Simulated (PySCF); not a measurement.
## Yb²⁺: ionisation energy

Yb²⁺ [Xe] 4f14 (1S) → Yb³⁺ [Xe] 4f13 (2F), as a difference of total energies. Calculation: PySCF 2.14, in cc-pVDZ-X2C (8s7p5d3f1g, 84 functions); the spin-free X2C one-electron Hamiltonian (Gaussian nucleus). Correlated levels: valence and next inner shell: [Ar] 3d10 frozen. The calculations carry no spin-orbit coupling.

| method | ionisation energy (eV) | plus first-order spin-orbit estimate | difference from reference of that sum (eV) |
| --- | --- | --- | --- |
| UHF | 20.816 | 20.210 | -4.843 |
| MP2 (valence and next inner shell) | 26.192 | 25.586 | +0.533 |
| SCS-MP2 (valence and next inner shell) | 25.323 | 24.717 | -0.336 |
| CCSD (valence and next inner shell) | 23.937 | 23.331 | -1.722 |
| CCSD(T) (valence and next inner shell) | 24.165 | 23.560 | -1.493 |

Reference: 25.053 ± 0.025 eV (semi-empirical (NIST evaluation); NIST Atomic Spectra Database, ionization energies).

A first-order spin-orbit estimate (lowest level to lowest level, LS coupling) adds -0.606 eV.

Errors of the correlated levels include the incompleteness of this basis and the frozen core.
